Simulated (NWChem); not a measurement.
# H2Se3; SMILES [SeH][Se][SeH]

```xyz
5

Se     0.0000     0.0000     0.9455
Se     1.8674    -0.0195    -0.4548
H      1.9713     1.4444    -0.6121
Se    -1.8674     0.0195    -0.4548
H     -1.9713    -1.4444    -0.6121
```
Atoms are numbered in this order, from 1.

Results from NWChem. Structure relaxed at the PBE0/def2-SVP level. Vertical excitations in the gas phase; the lowest state need not have the same character in each row.

```json
[
 {"level": "PBE/def2-SVP, full TDDFT", "lowest excitation, singlet (eV)": "3.58", "oscillator strength of that lowest state": "0.011", "orbital gap (eV)": "3.15"},
 {"level": "B3LYP/def2-SVP, full TDDFT", "lowest excitation, singlet (eV)": "3.72", "oscillator strength of that lowest state": "0.008", "orbital gap (eV)": "4.64"},
 {"level": "Hartree-Fock/def2-SVP, TDHF", "lowest excitation, singlet (eV)": "4.42", "oscillator strength of that lowest state": "0.004", "orbital gap (eV)": "11.16"}
]
```
